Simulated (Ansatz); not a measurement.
Mulliken charges of CH₆AlNSi (`C[SiH]1[NH][AlH]1`) from PBE/def2-TZVPP in Ansatz (PBE0-D4/def2-TZVP geometry).

```csv
atom,x (Å),y (Å),z (Å),charge (e)
C1,-1.631,0.261,-0.358,-0.359
Si2,-0.001,-0.638,-0.150,0.223
N3,1.158,0.052,0.981,-0.308
Al4,2.134,0.156,-0.501,0.213
H5,-2.189,-0.159,-1.200,0.102
H6,-2.248,0.143,0.538,0.099
H7,-1.483,1.327,-0.539,0.099
H8,-0.336,-2.076,0.092,-0.094
H9,1.093,0.197,1.978,0.108
H10,3.585,0.687,-0.838,-0.082
```

By hand: the dipole of these point charges (1 e Å = 4.8032 D).

Σ q r = (-0.054, 0.071, -0.163) e Å, of length 0.186 e Å = 0.89 D.

How does the dipole of the full density compare? (Best estimate.)

The calculation gave: (-0.004, 0.139, 0.097) e Å, 0.81 D; the point charges give 1.10 times that, at 100° from its direction.

Point charges leave out the atoms' own dipoles, such as those of lone pairs, and Mulliken's split depends on the basis, so the two needn't agree.
